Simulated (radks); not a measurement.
Values are calculated unless marked as measured or tabulated.
Question: These are the eigenvalues of the occupied orbitals of an atom or ion with whole-number occupations (hartree). Code: a radial shooting solver on a logarithmic mesh with Libxc functionals. Model: non-relativistic Kohn-Sham, BP86, spin-polarised, spherical densities, point nucleus.

1s up: -2904.137
1s down: -2904.136
2s up: -489.9312
2s down: -489.9308
2p up: -471.8357
2p down: -471.8352
3s up: -117.3878
3s down: -117.3871
3p up: -108.7739
3p down: -108.7733
3d up: -92.68757
3d down: -92.68706
4s up: -26.59025
4s down: -26.58910
4p up: -22.80890
4p down: -22.80772
4d up: -15.82667
4d down: -15.82543
4f up: -6.37183
4f down: -6.37049
5s up: -4.99422
5s down: -4.99118
5p up: -3.72721
5p down: -3.72314
5d up: -1.68121
5d down: -1.66994
6s up: -1.02945
7s up: -0.40583

Which element is it, and in what charge state? The configuration may be excited. Open shells, if any, are filled with parallel spins first.

Answer: Z = 82, lead, charge +2: Pb2+ in [Xe] 4f14 5d10 6s1 7s1. The list shows which subshells hold electrons but not how many an open one holds; the 1s level, -2904.1 hartree, gives Z - s = 76.2 by -(Z - s)^2/2, which with screening narrows Z to a few neighbours, and the depths of the outer levels then fix element, charge and occupations together.
